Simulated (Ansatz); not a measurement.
CF2NSn (`N#[C][Sn]([F])[F]`) radical, relaxed with UKS PBE0-D4/def2-TZVP in Ansatz from a PBE-D4/def2-SVP geometry. The force threshold is 0.005 eV/Å; the program also tests the step.

Total charge 0; spin multiplicity 2. Sn: def2 effective core potential.

Start:

```xyz
5

N    -0.647    2.164   -1.060
C    -0.301    1.096   -0.711
Sn    0.358   -0.908   -0.185
F    -1.152   -1.703    0.779
F     1.742   -0.649    1.177
```

```
step  energy (eV)  largest force (eV/Å)  largest move (Å)
   1  -13787.6758                 1.721             0.000
   2  -13787.7872                 0.175             0.057
   3  -13787.7891                 0.031             0.011
   4  -13787.7893                 0.025             0.006
   5  -13787.7896                 0.016             0.014
   6  -13787.7896                 0.007             0.004
   7  -13787.7896                 0.001             0.001
```

End:

```xyz
5

N    -0.627    2.117   -1.068
C    -0.304    1.085   -0.668
Sn    0.343   -0.874   -0.173
F    -1.110   -1.677    0.762
F     1.699   -0.651    1.147
```

Hardware: 4 threads of an Arm Neoverse V1 on a shared host. Wall time 29 s, peak host memory 0.49 GiB.
